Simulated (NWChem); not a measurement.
Species: C2H5NOSi; SMILES C[SiH2]N=C=O

```xyz
10

Si    -0.6355     1.0691     0.0011
C      0.8916     2.1616     0.0010
N     -0.1629    -0.6017     0.0001
C      0.1404    -1.7711    -0.0006
O      0.4428    -2.9153    -0.0013
H     -1.4738     1.3133    -1.2224
H     -1.4727     1.3121     1.2256
H      0.5968     3.2311     0.0016
H      1.5116     1.9726    -0.8981
H      1.5122     1.9718     0.8995
```
Atoms are numbered in this order, from 1.

Computed with NWChem. Pople sets run with spherical d functions. Structure relaxed at the PBE-D3(BJ)/def2-SVP level. B3LYP is NWChem's, with the RPA form of VWN correlation. Level: B3LYP/6-31G* with SMD (1 M gas to 1 M solution), gas-phase geometry. Reactions with the solvent are ignored.

| solvent | dielectric constant | solvation free energy (kcal/mol) | cavity-dispersion-structure term (kcal/mol) | dipole in solution (D) |
|---|---|---|---|---|
| water | 78.4 | 3.5 | 6.9 | 3.55 |
| acetone | 20.5 | -1.9 | 0.3 | 3.25 |
| cyclohexane | 2.02 | -1.1 | 0.0 | 2.97 |
| benzene | 2.27 | -1.7 | -0.5 | 3.00 |
| chlorobenzene | 5.70 | -1.8 | 0.0 | 3.16 |
